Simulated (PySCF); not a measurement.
## How methods differ on the ionisation energy of La⁺

La⁺ [Xe] 5d2 (3F) → La²⁺ [Xe] 5d1 (2D), as a difference of total energies. Computed with PySCF 2.14 in cc-pVDZ-X2C (8s7p5d3f1g, 84 functions), with scalar relativity by spin-free X2C-1e. Correlated levels: valence: [Kr] 4d10 frozen; valence and next inner shell: [Ar] 3d10 frozen. The calculations carry no spin-orbit coupling.

| method | ionisation energy (eV) | plus first-order spin-orbit estimate | error of that sum (eV) |
| --- | --- | --- | --- |
| UHF | 10.399 | 10.410 | -0.775 |
| LDA | 11.414 | 11.424 | +0.239 |
| PBE | 11.393 | 11.403 | +0.218 |
| PBE0 | 11.309 | 11.319 | +0.134 |
| r2SCAN | 11.318 | 11.328 | +0.143 |
| LC-wPBE | 11.138 | 11.148 | -0.037 |
| TPSS | 11.309 | 11.320 | +0.135 |
| MP2 (valence) | 10.844 | 10.854 | -0.331 |
| SCS-MP2 (valence) | 10.756 | 10.767 | -0.418 |
| MP2 (valence and next inner shell) | 10.820 | 10.830 | -0.355 |
| SCS-MP2 (valence and next inner shell) | 10.737 | 10.747 | -0.438 |

Reference: 11.185 eV (measured; NIST Atomic Spectra Database, ionization energies).

A first-order spin-orbit estimate (lowest level to lowest level, LS coupling) adds 0.010 eV.

Errors of the correlated levels include the incompleteness of this basis and the frozen core.
